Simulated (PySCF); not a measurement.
Coordinates in bohr (charge 0 multiplicity 1):
```
S    -2.8363    0.0000   -1.9394
N    -5.2006    0.0000   -0.5494
I     1.2885    0.0000    0.5494
```

Level of theory: PySCF, PBE0, basis S def2-TZVP, N def2-TZVP, I def2-TZVP with ECP28 (scalar-relativistic core potentials, no spin–orbit coupling, density fitting).

This geometry of ISN is a stationary point at this level.

Task: What is the point group?

Result: Cs.

Task: Is it a minimum?

Result: Yes: all harmonic wavenumbers are real.

Task: What are the dipole moment and the gap between the highest occupied and lowest empty levels?

Result: 1.68 D and 3.88 eV.

Task: Give the ideal-gas entropy at 298.15 K and 1 bar by parts.

Result: translation 173.1, rotation 105.9, vibration 13.8, spin 0.0; total 292.8 J/(mol K).

This need not be the most stable arrangement of these atoms.
